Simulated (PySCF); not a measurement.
Method: B3LYP-D3(BJ)/def2-TZVP run with PySCF 2.14.0. Isolated molecules, 0 K electronic values unless said otherwise. One relaxed conformer stands for a flexible species; it need not be the lowest. B3LYP has the VWN-RPA correlation part, as in Gaussian. Delta-SCF ions had no search for a lower state. Excitations are Tamm–Dancoff values on a coarser integration grid. The basis has no diffuse functions, so Rydberg states are missing or too high.

Reference species (SMILES): `[H]/N=C\[SiH]=N\[H]` (N–C–Si–N torsion 0°) (neutral, multiplicity 1).

S1 excitation (TDA): 3.54 eV
S1–T1 gap (TDA): 0.75 eV
vertical ionisation energy (Delta-SCF): 9.77 eV
T1 excitation (TDA): 2.79 eV

Changed species: `N=C=[SiH]N`.

Question: What does the change do to the S1 excitation (TDA), S1–T1 gap (TDA), vertical ionisation energy (Delta-SCF) and T1 excitation (TDA)?

Answer: the S1 excitation (TDA) decreases by 0.55 eV, to 2.99 eV; the S1–T1 gap (TDA) rises by 0.63 eV, to 1.38 eV; the vertical ionisation energy (Delta-SCF) decreases by 2.06 eV, to 7.71 eV; the T1 excitation (TDA) drops by 1.18 eV, to 1.61 eV.
